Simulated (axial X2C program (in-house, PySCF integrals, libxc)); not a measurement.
Outer orbitals of MgHf at 3.005 Å, PBE in the non-relativistic limit (speed of light times 100)

All values were computed with an axial X2C code built on PySCF integrals. The Hamiltonian is the X2C one with the speed of light multiplied by 100, which is the non-relativistic limit. Basis: Hf dyall-v3z [12s11p8d6f2g], Mg dyall-v3z [9s8p5d3f] (cores contracted in-house); Gaussian nuclei, density fitting, unrestricted open shells. Masses: Hf 179.947 u, Mg 23.985 u.

The distance is close to the non-rel. PBE0 minimum; the highest filled and lowest empty levels are listed.

Outer orbitals of the state M_S = 2, Λ = 2 (beyond evenly filled blocks: σα, π+α, π-α, δ+α) with Löwdin shares:

```csv
symmetry,occupied,ε (eV),atomic character
σα,yes,-21.20,100% Hf f
φ+α,yes,-21.20,100% Hf f
φ-α,yes,-21.20,100% Hf f
π+α,yes,-21.20,100% Hf f
π-α,yes,-21.20,100% Hf f
δ+α,yes,-21.19,100% Hf f
δ-α,yes,-21.19,100% Hf f
σβ,yes,-21.06,100% Hf f
φ-β,yes,-21.04,100% Hf f
φ+β,yes,-21.04,100% Hf f
π-β,yes,-21.02,100% Hf f
π+β,yes,-21.02,100% Hf f
δ+β,yes,-20.94,100% Hf f
δ-β,yes,-20.94,100% Hf f
σα,yes,-5.63,"54% Mg s, 28% Hf s, 7% Hf d"
σβ,yes,-5.01,"62% Mg s, 16% Hf s, 10% Hf p"
σα,yes,-3.73,"42% Hf s, 22% Mg p, 14% Hf p"
π+α,yes,-3.39,"87% Hf d, 10% Mg p, 2% Mg d"
π-α,yes,-3.39,"87% Hf d, 10% Mg p, 2% Mg d"
δ+α,yes,-2.96,100% Hf d
δ-α,no,-2.96,100% Hf d
σα,no,-2.82,"72% Hf d, 16% Mg p, 7% Mg s"
σβ,no,-2.46,"45% Mg p, 36% Hf s, 8% Hf p"
π+α,no,-1.88,"58% Hf p, 34% Mg p, 7% Hf d"
π-α,no,-1.88,"58% Hf p, 34% Mg p, 7% Hf d"
```

Charges and populations: Hf -0.11 e (s 11.02 p 24.13 d 22.96 f 14.00), Mg 0.11 e (s 5.57 p 6.29 d 0.02). A filled and an empty partner (Λ and −Λ, same spin) share one energy because the functional has no current term.

The state is a single determinant with fixed occupations, the lowest that a limited PBE0 search found. PBE0 can misorder states that lie within some tenths of an eV, so this need not be the ground state of the molecule. The nearest other spin-free determinant of the search, M_S = 2, Λ = 3, lies 0.20 eV up at the distance of the search. The functionals have no current-density term, which raises determinants with orbital currents, atoms included.
